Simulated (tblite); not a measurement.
Species: C3H12OSi2.
Numbering: `[CH3:1][SiH2:2][O:3][SiH:4]([CH3:5])[CH3:6]` (hydrogens: H7, H8, H9 on C1; H10, H11 on Si2; H12 on Si4; H13, H14, H15 on C5; H16, H17, H18 on C6)

The geometry is computed with GFN2-xTB (gas phase).

Q: What internal coordinates does the optimisation give?

A: 
```csv
bond,length (Å),order
C1–Si2,1.897,single
Si2–O3,1.621,single
O3–Si4,1.627,single
"Si4–C5, Si4–C6",1.899,single
"C1–H7, C1–H8, C1–H9",1.087,single
"Si2–H10, Si2–H11",1.465,single
Si4–H12,1.468,single
C5–H13 and 5 like bonds,1.086,single
```

Bonds in one row agree within 0.01 Å and their mean is given. Orders are formal, as drawn. A selection of angles:
```csv
angle,degrees
Si2–C1–H7,111.2
H7–C1–H8,107.6
C1–Si2–O3,110.0
C1–Si2–H10,110.9
O3–Si2–H10,106.8
O3–Si2–H11,104.7
H10–Si2–H11,112.4
Si2–O3–Si4,162.9
O3–Si4–C5,107.5
O3–Si4–C6,109.8
O3–Si4–H12,104.9
C5–Si4–C6,110.9
C5–Si4–H12,112.1
Si4–C5–H13,111.1
H13–C5–H14,107.4
```

Torsions: C1–Si2–O3–Si4 36° (synclinal); Si2–O3–Si4–C5 133° (anticlinal). The mirror-image conformer, all signs reversed, is as good.

O3 (siloxane oxygen) is bent (angle 162.9°). All 3 C–Si bonds measure 1.897 to 1.900 Å. Si4 (oxygen-bound silicon) is distorted tetrahedral (angles from 104.9° to 112.1°). Si2 (oxygen-bound silicon) is distorted tetrahedral (angles from 104.7° to 112.4°).

Point group: C1 (no symmetry element, even within 0.4 Å). Its lowest GFN2-xTB frequency is 5 cm⁻¹, too small to tell a flat minimum from a shallow saddle. The numbers are those of one conformer. 3 starts were optimised and ended at 0.00, 0.10 and 0.16 kcal/mol (GFN2-xTB); the lowest of these is shown.

The run took 0.76 s on one thread, Arm Neoverse V2 (aarch64), on a shared host. This is the geometry optimisation.
